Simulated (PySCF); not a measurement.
Vertical excitation energies

Compound: C7H5NO.
SMILES: `C1=CC2=C(C=N1)OC=C2`

Method: TDDFT CAM-B3LYP/def2-SVPD, vertical, gas phase, core orbitals frozen in the response in PySCF 2.14.0, density-fitted response routines. Isolated species at its PBE0-D3(BJ)/def2-SVP geometry, gas phase.

```csv
state,E (eV),ν̃ (cm⁻¹),f,symmetry,"main configurations (H = HOMO, L = LUMO)"
S1,4.97,40090,0.0029,A″,H-2→L (92%)
S2,5.22,42130,0.051,A′,"H-1→L (43%), H→L (35%), H→L+1 (15%)"
S3,5.51,44460,0.152,A′,"H→L (54%), H-1→L (30%), H→L+1 (9%)"
S4,5.81,46830,0.0006,–,H-2→L+1 (98%)
S5,6.58,53050,0.374,A′,"H→L+1 (65%), H-1→L (21%)"
S6,6.84,55150,0.296,A′,H-1→L+1 (76%)
S7,6.94,56000,0.0057,A″,H→L+2 (86%)
S8,7.26,58570,0.010,A″,"H-1→L+2 (53%), H→L+3 (32%)"
S9,7.34,59180,0.154,A′,"H-3→L (65%), H-1→L+4 (20%)"
S10,7.48,60310,0.116,A′,H→L+4 (89%)
```

Triplets, Tamm–Dancoff:

```tsv
state	E (eV)	λ (nm)	main configurations (H = HOMO, L = LUMO)
T1	3.72	333.3	H→L (77%)
T2	4.24	292.2	H-1→L (82%)
T3	4.36	284.3	H-2→L (83%), H-2→L+4 (9%)
T4	4.67	265.2	H-1→L+1 (42%), H→L+1 (34%)
```

The lowest singlet comes at 249 nm (480 kJ/mol) in the ultraviolet; it is very weak; its leading configuration is HOMO-2→LUMO (92%). The strongest level in the table is S5 at 6.58 eV (188 nm, f = 0.374). Löwdin shares by element: HOMO carbon 58% or more (atoms not listed hold the other 42%); LUMO carbon 45% or more, nitrogen 15% (atoms not listed hold the other 40%). Orbital energies (eV): HOMO-3 -10.54, HOMO-2 -8.91, HOMO-1 -8.68, HOMO -8.34, LUMO -0.18, LUMO+1 0.90, LUMO+2 1.39. Weighted by f, the mean energy of these states is 6.64 eV. The listed states span 2.51 eV, and the widest gap between neighbours is 0.77 eV (S4 to S5). All these states lie below the vertical ionisation energy of 9.10 eV (ΔSCF). Symmetry labels in Cs follow from the direction of the transition dipole and are given only for states with f of 0.002 or more. Singlets were solved by full linear response, triplets in the Tamm–Dancoff approximation.
